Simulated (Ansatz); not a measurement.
Consider the substitution at a C–As bond: `NC([SiH3])[AsH2]` + `[SiH3]S` → `NC([SiH3])S[SiH3]` + arsine.

Calculated with Ansatz (gas phase, PBE0-D4/def2-TZVP geometries, no zero-point term in ΔE). CCSD(T)/CBS adds triple-zeta CCSD(T) − MP2 to the extrapolated MP2 energy (def2 sets, frozen cores). For As outer-core shells are correlated without core-valence functions, which leaves a few kJ/mol of doubt a bond. Scalar relativity is left out up to krypton. Each species was taken in one conformer, which may not be the lowest.

`NC([SiH3])[AsH2]`:

```xyz
12

N     0.646    1.448    0.632
C    -0.030    0.159    0.580
Si    0.749   -0.949   -0.720
As   -1.944    0.517    0.164
H     1.637    1.340    0.809
H     0.266    2.041    1.360
H    -0.056   -0.387    1.538
H     0.597   -0.350   -2.071
H     2.207   -1.116   -0.438
H     0.104   -2.287   -0.683
H    -2.374   -0.946    0.181
H    -1.802    0.530   -1.353
```

`[SiH3]S`:

Z-matrix (Å, degrees):
```
Si
S 1 2.137
H 1 1.485 2 111.6
H 1 1.485 2 111.6 3 -122.0
H 1 1.482 2 104.8 3 119.0
H 2 1.344 1 94.7 3 60.9
```

`NC([SiH3])S[SiH3]`:

Cartesian coordinates in Å:
```
N 2.138 -0.219 0.370
C 0.774 -0.107 -0.032
Si 0.483 1.478 -1.021
S -0.419 -0.091 1.423
Si -2.078 -1.133 0.603
H 2.314 -1.058 0.909
H 2.447 0.578 0.910
H 0.509 -0.979 -0.636
H -0.958 1.602 -1.353
H 1.284 1.470 -2.275
H 0.912 2.619 -0.169
H -2.759 -0.362 -0.471
H -1.624 -2.425 0.021
H -3.023 -1.372 1.721
```

`[AsH3]`:

Z-matrix (Å, degrees):
```
As
H 1 1.522
H 1 1.522 2 92.0
H 1 1.522 2 92.0 3 -92.1
```

| species | CCSD(T)/CBS(def2) energy (Eh) |
| --- | --- |
| `NC([SiH3])[AsH2]` | -2621.62635 |
| `[SiH3]S` | -689.27336 |
| `NC([SiH3])S[SiH3]` | -1074.10495 |
| `[AsH3]` | -2236.79077 |

Problem. Work out ΔE.

Solution. ΔE = (-1074.10495) + (-2236.79077) − (-2621.62635) − (-689.27336) = 0.00399 Eh = +0.11 eV.

Largest T1 diagnostic among the species: 0.012.

The D4 term adds −0.04 eV with B3LYP and −0.03 eV with PBE0; it sums over pairs of atoms, weighted by their polarisabilities, and B3LYP, whose exchange is more repulsive, gets the larger term. From PBE to PBE0 (25 % exact exchange), in def2-TZVPP and without D4, ΔE moves by +0.05 eV.

B3LYP here is the variant with VWN-RPA as its local correlation; programs differ in this.
